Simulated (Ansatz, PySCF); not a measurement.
Gas-phase reaction (SMILES): C=C[Si](O)(O)O + 6 [H][H] (H2) -> 2 C (CH4) + 3 O (H2O) + [SiH4] (SiH4); energy of full hydrogenation.

Structures are relaxed separately at B3LYP-D3(BJ)/def2-TZVP in Ansatz (a quantum-chemistry and plane-wave program), one conformer each, not searched for the lowest. Correlated levels leave the core frozen unless marked. No spin-orbit coupling. No relativistic terms. Basis-set limits of correlation are two-point, X^-3; Hartree-Fock from the larger set. Thermal terms are rigid-rotor harmonic-oscillator values from B3LYP-D3(BJ) frequencies (PySCF) at 298.15 K and 1 atm. 1 Eh = 627.5095 kcal/mol.

```
species         E, CCSD(T)/CBS(cc-pV(T+d)Z,cc-pV(Q+d)Z) (Ansatz) (Eh)  E, wB97M-V/def2-TZVPD (Ansatz) (Eh)  H - E (Eh)  G - E (Eh)
--------------  -----------------------------------------------------  -----------------------------------  ----------  ----------
C=C[Si](O)(O)O                                             -594.45490                           -595.16205     0.09513     0.05331
[H][H] (H2)                                                  -1.17450                             -1.16077     0.01336    -0.00144
C (CH4)                                                     -40.45816                            -40.49098     0.04840     0.02728
O (H2O)                                                     -76.37426                            -76.43347     0.02495     0.00353
[SiH4] (SiH4)                                              -291.45815                           -291.84546     0.03520     0.01198
```

Problem. Work out ΔE and ΔH, ΔG, ΔS and the equilibrium constant at 298.15 K at the first level, then ΔH at the second.

Solution. 
1. ΔE = [2×(-40.45816) + 3×(-76.37426) + (-291.45815)] - [(-594.45490) + 6×(-1.17450)] = 0.00465 Eh = 2.9 kcal/mol at CCSD(T)/CBS(cc-pV(T+d)Z,cc-pV(Q+d)Z).
2. The terms H - E add up to 0.03156 Eh, so ΔH = (0.00465 + (0.03156))×627.5095 = 22.7 kcal/mol.
3. The terms G - E add up to 0.03246 Eh, so ΔG = 23.3 kcal/mol, and ΔS = (0.03156 - (0.03246))×627509.5/298.15 = -1.9 cal/(mol K).
4. log10 K = -ΔG/(RT ln 10) = -17.1, with RT ln 10 = 1.3642 kcal/mol.
5. At wB97M-V/def2-TZVPD the same steps give ΔE = -0.7 and ΔH = 19.1 kcal/mol, a shift of -3.6 from the first level.
6. These values are not checked against measurement here, since the tables used lack a sound gas-phase enthalpy of formation for at least one species.
